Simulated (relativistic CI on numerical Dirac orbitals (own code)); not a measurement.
## Fe³⁺ in a cubic cluster: L2,3 absorption with charge transfer

Computed with a charge-transfer multiplet model of a cubic metal-ligand cluster with up to 3 ligand holes, Slater and spin-orbit integrals from Dirac-Coulomb-Breit ions, Slater integrals scaled by 0.9. The parameters are those of a tetrahedral site (10Dq negative, t2 hopping the larger). The ground state mixes d5 with configurations of k ligand holes L, whose averages lie at kΔ + k(k − 1)U_dd/2; a core hole lowers each added d electron by U_cd. 300 K, Lorentzian 0.4 eV and Gaussian 0.3 eV FWHM.

Atomic integrals in eV (Slater integrals scaled, ζ unscaled), ground: F2dd 10.785, F4dd 6.742, zeta_d 0.056; with the core hole: F2dd 11.484, F4dd 7.183, zeta_d 0.075, zeta_core 8.130, F2cd 6.732, G1cd 5.078, G3cd 2.886.

Cluster parameters (eV): Δ = 2.7, U_dd = 7.5, U_cd = 9.1, 10Dq = -0.5, 10Dq(ligand) = 0, final-state hopping factor = 1.

Weights, n_d and S are thermal averages at 300 K. Photon energies count from the first peak over 30 % of the highest in each spectrum, which can be another peak from case to case. The parameters are a model scan and need not match a compound or its usual spin state. Peaks in eV (height, largest 100): -2.1 (11), 0.0 (100), 0.9 (46), 2.8 (11), 3.5 (9), 4.7 (7), 11.6 (12), 12.6 (13), 13.8 (15), 14.5 (17).

Q: Which parameters give this spectrum?
A. V(eg) = 0.9 eV, V(t2g) = -1.53 eV
B. V(eg) = 2.4 eV, V(t2g) = -4.08 eV
C. V(eg) = 1.5 eV, V(t2g) = -2.55 eV

A: C. V(eg) = 1.5 eV, V(t2g) = -2.55 eV; the ground state then has 5.37 d electrons and S = 2.50. The choice follows from running the model for each set and comparing peak positions and heights.
